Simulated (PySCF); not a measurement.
Compound: Cu2 (singlet state).
SMILES: `[Cu][Cu]`

Computed with PySCF, PBE/def2-TZVP geometry optimisation, gas phase.

Take the most abundant isotopes and a rigid rotor. 

(1) What are the moment of inertia and the rotational constant?

(2) List the first levels of a rigid rotor in a Σ state.

(3) Has it a pure rotational spectrum?

(4) Estimate the classical rotational partition function at 25 K, 50 K and 500 K.

Results:

(1) I = 161.598 u·Å², B = 505379 MHz·u·Å²/I = 3127 MHz (0.1043 cm⁻¹, or 0.150 K as hB/k). For two atoms I = μr² with μ = 31.4648 u and r = 2.2662 Å.

(2) E(J) = BJ(J+1): J = 1: 0.209, J = 2: 0.626, J = 3: 1.252, J = 4: 2.086, J = 5: 3.130, J = 6: 4.381 cm⁻¹.

(3) Not by electric dipole: D∞h allows no dipole (computed 0.00 D). Rotational Raman lines (ΔJ = 2) lie at B(4J + 6), spaced by 4B = 0.417 cm⁻¹, with nuclear-spin weights that differ between even and odd J.

(4) Point group D∞h, symmetry number σ = 2; q = kT/(σhB), k/h = 20836.6 MHz/K: 83.3 at 25 K, 167 at 50 K, 1670 at 500 K.

Whether it is a minimum is left open (no frequencies). Geometry: PBE/def2-TZVP; no solvent, vibrations or thermal averaging. Zero-point vibration and centrifugal distortion are left out.
